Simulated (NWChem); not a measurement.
**Total energies of CCl**

```
Cl
C 1 1.6758
```
Charge 0, spin multiplicity 2.

The numbers come from NWChem runs, not from measurements. Structure: optimised with UPBE/def2-SVP, a minimum by its harmonic frequencies.

Basis set: STO-3G (14 functions).

```csv
method,total energy (Ha)
UHF,-491.81725
UMP2,-491.85316
UB2PLYP,-492.40894
UPBE,-492.37196
UB3LYP,-492.62049
UTPSS,-492.66453
```

Total energies of different functionals aren't comparable as a measure of quality: only differences taken within one method are. 

The correlated methods keep 6 core orbitals frozen. B3LYP has NWChem's definition, with VWN1-RPA local correlation. This spin state was chosen for the runs; another may lie lower. The structure started from a generated list of species. The unpaired electrons of the parent sit in orbitals of symmetry b1 (C2v labels of the run); other states weren't searched. The stability of the SCF solutions was not checked. Open-shell Hartree-Fock references start from PBE0 orbitals.
